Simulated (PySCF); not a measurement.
# Telling isomers of C₆H₈O₃ apart by NMR

Rapidly exchanging positions averaged, one conformer, non-relativistic, no solvent model. Geometry: PBE0-D3(BJ)/def2-SVP; σ from GIAO-PBE0/pcSseg-1; J couplings at B3LYP/pcJ-1 (spin–dipole term left out of most H,H and C,H couplings); PySCF 2.14.

References, each an isolated molecule treated in the same way: 1H (σ = 31.27 ppm), 13C (σ = 184.41 ppm) against TMS. Multiplet labels drop J under 1 Hz and among equivalent protons, and merge close values. Unscaled 3J(H,H) run several per cent high. Shifts are as computed. Against solution values, carbons near 30 ppm lie about +2 ppm off and those near 130 ppm about +5 ppm. Of 1313 compounds with measured shifts, 239 miss one by over three times the rms of a fit or turn the order of signals round; such compounds aren't used in these exercises.

(1) Tabulate the signals of `C=CO/C=C\C(=O)OC`, `CC1=C[C@@H](OC=O)OC1` and their relative energies.

(2) What is the quickest way to tell C=CO/C=C\C(=O)OC from CC1=C[C@@H](OC=O)OC1?

Answers

(1) 
```tsv
SMILES	carbon types	δC	δH	E rel. (kcal/mol)
C=CO/C=C\C(=O)OC	1×C 3×CH 1×CH2 1×CH3	167.2, 160.1, 156.4, 101.8, 101.1, 51.2	6.28 (d, 1H), 6.28 (dd, 1H), 5.30 (dd, 1H), 4.87 (d, 1H), 4.58 (dd, 1H), 3.58 (s, 3H)	20.8
CC1=C[C@@H](OC=O)OC1	1×C 3×CH 1×CH2 1×CH3	163.8, 152.8, 127.8, 100.2, 79.3, 14.5	7.91 (d, 1H), 7.24 (m, 1H), 5.55 (m, 1H), 4.60 (m, 1H), 4.39 (m, 1H), 1.93 (quint, 3H)	0.0
```

Energies are electronic energies at PBE0/pcSseg-1 on these geometries, without zero-point or thermal terms, each for the one conformer computed, which needn't be the lowest.

(2) Both give the same number of carbon signals, with the same numbers of each carbon type, so the positions decide. The first has a methyl carbon bonded to O (CH3) at 51.2 ppm, the second an allylic methyl carbon (CH3) at 14.5 ppm. Their most deshielded carbons lie at 167.2 and 163.8 ppm. In the proton spectra the most deshielded non-exchanging signals are 6.28 (d, J = 8.0 Hz, 1H) and 7.91 (d, J = 1.5 Hz, 1H).
